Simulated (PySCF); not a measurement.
Computed IR spectrum (relative IR intensity) of a molecule C₅H₉N. Geometry: B3LYP-D3(BJ)/def2-SVP. Other conformers were not sampled. Computed with PySCF with B3LYP-D3(BJ)/def2-SVP. No scaling factor is applied to the harmonic values.

```tsv
ν (cm⁻¹)	relative intensity
319	3.8
407	7.9
630	3.9
798	11
906	41
967	9.0
1001	25
1054	2.2
1123	7.1
1180	12
1205	12
1228	4.4
1238	12
1334	53
1425	5.6
1459	21
1473	4.2
1490	8.8
1791	24
2898	100
2932	73
2943	75
3043	80
3057	48
3106	21
3134	6.3
3227	7.4
```

Q: Identify the compound among the candidates.
A) C#CCNCC
B) C=C(C)/N=C/C
C) C=C/C(C)=N/C
D) C=C1CN(C)C1

A: D, C=C1CN(C)C1
